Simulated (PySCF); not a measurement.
**C₆ coefficients of unlike pairs at PBEsol**

Calculated with PySCF 2.14 from the dipole response of each species, C₆(A,B) = (3/π) ∫ α_A(iu) α_B(iu) du, in atomic units, from isotropic polarisabilities. For ions this is the dispersion term alone; charge-induced terms of lower order in 1/R come first.

```csv
species,configuration,basis,relativity,α (bohr³),C₆ (like pair)
Te,[Kr] 4d10 5s2 5p4 (3P),"aug-cc-pwCVTZ-DK3 with one added diffuse shell each of s, p, d, f type (11s10p8d5f1g)",spin-free X2C,41.03,453.0
Nb⁺,[Kr] 4d4 (5D),def2-QZVPPD with the def2 core potential (28 electrons) (7s5p4d3f2g),core potential,27.16,174.3
O³⁺,[He] 2s2 2p1 (2P),aug-cc-pVQZ (6s5p4d3f2g),none,1.352,1.265
Mn³⁺,[Ar] 3d4 (5D),"aug-cc-pVTZ with one added diffuse shell each of s, p, d, f, g type (9s8p6d4f3g)",none,2.065,5.141
```

**Question.** Estimate C₆ for Nb⁺ with Te.

**Answer.** The integral gives 279.5. The combination rule 2 C_A C_B / (C_A α_B/α_A + C_B α_A/α_B) gives 280.4 and the geometric mean 281.0.

No spin-orbit coupling is included.

The other pairs:

| pair | C₆ |
| --- | --- |
| Mn³⁺, Nb⁺ | 25.33 |
| Mn³⁺, Te | 39.14 |
| O³⁺, Nb⁺ | 13.92 |
| O³⁺, Te | 21.95 |
| Mn³⁺, O³⁺ | 2.477 |
